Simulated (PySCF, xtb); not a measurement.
CH4O2Se, SMILES CO[Se]O.

GFN2-xTB (xtb) at its own geometry gives an orbital gap of 3.75 eV and a dipole moment of 0.88 D.

Geometry: B3LYP-D3(BJ)/def2-SVP. The structure was generated by enumeration, and PubChem lists no compound with its InChIKey, so it may never have been made. One conformer was computed; it need not be the lowest.

What does HF/def2-TZVP in PySCF give? (Estimate from the structure and the level; the computed values follow.)

gap 12.12 eV (levels -9.49 and 2.62 eV), dipole 0.27 D.
